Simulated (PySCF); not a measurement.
**Predicted spectroscopic data**

[PySCF: structure optimised with GFN2-xTB; shieldings: GIAO PBE0/pcSseg-1; one conformer; averaged over atoms made equivalent by symmetry, fast rotation or ring inversion; relativity neglected; no solvent]

Referencing at the same level of theory: TMS for $^{1}$H, $^{13}$C. Splittings of carbon signals by F and P are missing where no couplings were computed. Where no couplings were computed, multiplicities follow the n + 1 count of equivalent neighbours, and m marks all less simple cases (inequivalent or close neighbours, rings, F or P nearby). Acid and N–H amide carbonyl carbons lie up to 10 ppm further downfield in solution (hydrogen bonding). Shifts are as computed. Against solution values, carbons near 30 ppm lie about +3 ppm off and those near 130 ppm about +5 ppm; carbons on Cl a further +6 ppm. Of 1211 compounds with measured shifts, 218 miss one by over three times the rms of a fit or turn the order of signals round; such compounds aren't used in these exercises. Carbons bonded to Cl come out too deshielded. OH and NH positions are gas-phase values without hydrogen bonding to other molecules.

Compound 1 (C$_{5}$H$_{6}$ClFO$_{2}$). $^{1}$H NMR (600 MHz, computed): δ 7.57 (m, 1H), 4.32 (m, 2H), 2.25 (s, 3H). $^{13}$C{$^{1}$H} NMR (computed): δ 171.8 (C), 156.6 (C), 129.0 (CH), 48.9 (CH2), 22.6 (CH3). Structure: `CC(=O)O/C=C(\F)CCl`.

Compound 2 (C$_{5}$H$_{6}$ClFO$_{2}$). $^{1}$H NMR (600 MHz, computed): δ 7.95 (s, 1H), 6.16 (br s, 1H), 4.90 (m, 2H), 2.85 (m, 2H). $^{13}$C{$^{1}$H} NMR (computed): δ 169.6 (C), 154.5 (CH), 136.2 (C), 85.2 (CH2), 33.3 (CH2). Structure: `C(=O)(O)/C(=C/Cl)CCF`.
